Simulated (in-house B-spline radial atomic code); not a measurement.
A calculation on Te II (Te+): its settings, and results tabulated from the run. All numbers are computed (Dirac-Kohn-Sham wB97X, spherical fractional occupations, exact exchange averaged over the configuration; Fermi nucleus of rms radius 4.7423 fm) with a B-spline radial code for spherical atoms, not measured.

Command:
```bash
python run_scf.py task.json out
```
Settings (nuclear radius in fm, mass in u):
```
Z                52
configuration    [Kr] 4d10 5s2 5p3
hamiltonian      dirac
method           wb97x
spin_polarised   False
nucleus          fermi
rms_radius       4.7423
atomic_mass      129.90622
speed_of_light   137.035999084
exact_exchange   averaged over the configuration
```

Output (hartree, bohr):
```
 radial grid: 81 intervals, B-splines of order 8, outer radius 60 bohr

 iter        energy (Eh)    residual
    1       -6793.589984    5.52e-01
    2       -6795.013415    2.48e-01
    3       -6796.782122    2.76e-02
    4       -6796.816511    6.89e-03
    5       -6796.817898    2.39e-03
    6       -6796.818111    6.20e-04
    7       -6796.818119    1.32e-04
    8       -6796.818120    1.77e-05
    9       -6796.818120    1.07e-06
   10       -6796.818120    1.43e-07

 total energy                     -6796.81812
 kinetic                            7187.3830
 electron-nucleus                 -16493.2286
 Hartree                            2685.1775
 exact exchange                      -34.1099
 exchange-correlation               -142.0402

 first-order corrections (not in the total)
   Gaunt                             5.6519
   retardation                      -0.5813
   frequency dependence             -0.0520
   self-energy                       3.8413
   Uehling                          -0.5164
   Wichmann-Kroll                    0.0114
   recoil                            0.0194

 orbital      occ     eigenvalue          <r>       <r^2>       <1/r>       <r^4>       r_max    small
 1s1/2      2.000     -1164.2778    0.0278088  0.00104786     55.5776 2.87165e-06     0.01793  3.66e-02
 2s1/2      2.000      -179.4767     0.119395   0.0168695     12.9468 0.000491346      0.1015  7.81e-03
 2p1/2      2.000      -168.0956     0.100832   0.0125057     12.9218 0.000315249     0.07797  7.83e-03
 2p3/2      4.000      -158.0026     0.106406   0.0137969     11.9571 0.000375581     0.08267  7.44e-03
 3s1/2      2.000       -36.3476      0.32151    0.118291     4.60732   0.0213317      0.2927  2.30e-03
 3p1/2      2.000       -31.6645     0.312014    0.113153     4.51496   0.0204804      0.2792  2.24e-03
 3p3/2      4.000       -29.7744     0.323377    0.121331     4.27849   0.0234522      0.2897  2.13e-03
 3d3/2      4.000       -21.5378     0.294446    0.102769     4.12822   0.0193827      0.2361  2.02e-03
 3d5/2      6.000       -21.1433     0.298051    0.105155     4.06725   0.0202251      0.2391  1.98e-03
 4s1/2      2.000        -6.6882     0.764946    0.661307     1.83113    0.645939      0.7015  6.39e-04
 4p1/2      2.000        -5.0657     0.802511    0.734534     1.71767    0.826979      0.7223  5.77e-04
 4p3/2      4.000        -4.7065     0.830746    0.787103      1.6422    0.951077      0.7465  5.45e-04
 4d3/2      4.000        -2.0997     0.961964     1.08635     1.38162     2.05939      0.8065  4.05e-04
 4d5/2      6.000        -2.0450     0.973993     1.11389     1.36205     2.16861      0.8154  3.96e-04
 5s1/2      2.000        -1.0107      2.05073     4.75998    0.634261     34.8363        1.78  1.03e-04
 5p1/2      1.000        -0.6564      2.41685     6.65647    0.532335     70.1429       2.044  7.38e-05
 5p3/2      2.000        -0.6211      2.51133     7.18118    0.509682     81.3953       2.125  6.84e-05
```

Cost of the run: 7.5 s on 1 thread of Intel(R) Xeon(R) Platinum 8488C (shared host).

For the Dirac Hamiltonian the kinetic term is c α·p + (β - 1)c².
